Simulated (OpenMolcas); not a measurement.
# Eu3+: moving the ligands

Eu3+ with 6 ligands (fluoride) in trigonal prismatic coordination (D3h) at 2.26 Å, a polar angle of 52.5° against the regular 49.1°. A charge of +0.5 e stands 3.2 Å behind each ligand. Ligand basis ANO-RCC-VDZP.
```
Eu    0.0000    0.0000    0.0000
F     1.7939    0.0000    1.3746
F    -0.8969    1.5535    1.3746
F    -0.8969   -1.5535    1.3746
F     1.7939    0.0000   -1.3746
F    -0.8969    1.5535   -1.3746
F    -0.8969   -1.5535   -1.3746
```

| Item | Value |
| --- | --- |
| Program | OpenMolcas 26.06 |
| Method | CASSCF |
| Basis | ANO-RCC-VDZP [7s6p4d2f1g] |
| Scalar Hamiltonian | DKH2, point nucleus |
| Active space | 6 electrons in 7 orbitals (4f) |
| State averaging | 2S+1 = 7 even, 7 roots; 2S+1 = 5 even, 77 roots kept (CI in the orbitals of an earlier block); 2S+1 = 3 even, 3 roots kept (CI in the orbitals of an earlier block) |
| Spin-orbit coupling | state interaction with AMFI integrals over the reference wave functions |

Runs around this geometry, states (labels of D3, the rotations of D3h). Energies in cm-1 above the lowest state or level, χT in cm3 K/mol.

| R (Å) | Ground state | First state of that spin | First gap with spin-orbit (degeneracies) | χT at 300 K |
| --- | --- | --- | --- | --- |
| 2.17 | 7E | 7A2 121.5 | 303.3 (1, 2) | 1.358 |
| 2.26 | 7E | 7A2 88.3 | 312.4 (1, 2) | 1.341 |
| 2.34 | 7E | 7A2 61.2 | 319.1 (1, 2) | 1.330 |

High states are left out of the spin-orbit mixing, which shifts the levels that they would mix with. Without dynamic correlation the ligand-field splitting of an f shell can come out too small, at times by half. No measured value stands beside these numbers; the geometry is a model, was not optimised and need not be the one that this ion takes.
